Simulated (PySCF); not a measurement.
ZrIH3, SMILES [ZrH3][I], multiplicity 1. Atoms are numbered in the order given.

```xyz
5

Zr     0.0000     0.0000     1.4736
I      0.0000     0.0000    -1.2301
H      1.5053     0.8691     2.0841
H     -1.5053     0.8691     2.0841
H      0.0000    -1.7381     2.0841
```
Charge 0, spin multiplicity 1.

Geometry optimised at B3LYP-D3(BJ)/def2-TZVP. The spin state was assumed, not searched. The structure was generated by enumeration; whether it is a known compound was not checked. The def2 effective core potentials stand for the cores of I, Zr; spin–orbit coupling is left out.

Computed with r2SCAN/def2-TZVPD run with PySCF.

Gas-phase values at a fixed geometry.

Computed frontier levels, gap, dipole moment and polarisability:
```yaml
highest_occupied_level: -7.47 eV
lowest_empty_level: -3.43 eV
orbital_gap: 4.04 eV
dipole_moment: 0.29 D
quadrupole, principal values (traceless, Buckingham form, about the centre of nuclear charge): -1.81, -1.81, 3.61 D·Å
mean_static_polarisability: 87.6 bohr³ (12.98 Å³)
polarisability_principal_values: 76.6, 76.6, 109.7 bohr³
```
